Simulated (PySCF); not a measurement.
F5Mo (SMILES [F][Mo+]([F])([F])([F])[F]), charge +1, singlet, geometry from GFN2-xTB (such geometries of metal compounds can be far from the true shape) (the multiplicity is a formal guess) (all electrons, no relativity). Base run: BLYP/3-21G (PySCF).

Geometry (Å):
```xyz
6

Mo     0.0000     0.0000     0.0000
F      1.1392    -0.6748     1.0612
F     -1.1392     0.6748    -1.0612
F      0.1970     1.5344     0.7642
F      0.9958    -0.4296    -1.3421
F     -1.1927    -1.1049     0.5779
```
Charge +1, spin multiplicity 1.
All else is at PySCF's defaults.
Base energy -4455.16676 Eh.

Each row names what was changed in the base input (with any setting that the change needs).

```tsv
change	ΔE vs base (µEh)	SCF cycles	outcome
base	0.0	14	converged
damp = 0.5; diis_start_cycle = 5	0.0	19	converged
init_guess = sap	0.0	13	converged
conv_tol = 1e-11	0.0	14	converged
init_guess = 1e	0.0	18	converged
level_shift = 0.3 (with mf.max_cycle = 100)	0.0	17	converged
DIIS = EDIIS	-	50	not converged
init_guess = mod_huckel	0.0	14	converged
diis = off; damp = 0.6 (with mf.diis_start_cycle = 200; with mf.max_cycle = 150)	-	150	not converged
level_shift = 1.0 (with mf.max_cycle = 100)	0.0	38	converged
level_shift = 0.1 (with mf.max_cycle = 100)	0.0	15	converged
init_guess = huckel	0.0	15	converged
conv_tol = 1e-12	0.0	23	converged
```
